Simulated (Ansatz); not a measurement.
Consider the hydrogenolysis of the Si–C bond: `C[SiH](C)P` + H₂ → `C[SiH2]P` + CH₄.

Computed with Ansatz on PBE0-D4/def2-TZVP structures; ΔE is electronic, products minus reactants. CBS: MP2 limit from def2 TZ/QZ plus the TZ coupled-cluster correction, frozen cores. This one scheme is used for every species. Functionals use def2-TZVPP. B3LYP here is the variant with VWN-RPA as its local correlation; programs differ in this. One conformer a species, not always the lowest.

```json
{"level": "revPBE-D4", "ΔE (kJ/mol)": "-17.7"}
{"level": "CAM-B3LYP-D4", "ΔE (kJ/mol)": "-29.3"}
{"level": "B2PLYP", "ΔE (kJ/mol)": "-31.3"}
{"level": "BLYP", "ΔE (kJ/mol)": "-37.3"}
{"level": "PBE0", "ΔE (kJ/mol)": "-30.4"}
{"level": "B3LYP", "ΔE (kJ/mol)": "-37.3"}
{"level": "BHLYP", "ΔE (kJ/mol)": "-39.3"}
{"level": "MP2/CBS(def2)", "ΔE (kJ/mol)": "-17.3"}
```

(1) What does CCSD(T)/CBS give? (Estimate.)

Largest T1 diagnostic among the species: 0.012.

Answers

(1) Ansatz gave: -23.2 kJ/mol. The listed levels differ from it by 5.5, -6.1, -8.1, -14.1, -7.2, -14.1, -16.1, 5.9 kJ/mol.

In def2-TZVPP, CCSD(T) changes the Hartree–Fock value by +23.1 kJ/mol (the triples alone add +4.3 kJ/mol) and MP2 by +29.0 kJ/mol. The D4 term adds +10.4 kJ/mol with B3LYP and +5.9 kJ/mol with PBE0; it sums over pairs of atoms, weighted by their polarisabilities, and B3LYP, whose exchange is more repulsive, gets the larger term. Leaving LDA and LC-ωPBE aside and taking each functional with its dispersion term where it has one, the values spread over 13.6 kJ/mol, from B2PLYP to revPBE-D4. LDA lies +7.0 kJ/mol from PBE without D4.

CCSD(T)/CBS has its own doubt, a few kJ/mol and more with outer-core shells, so smaller differences from it don't rank the levels.
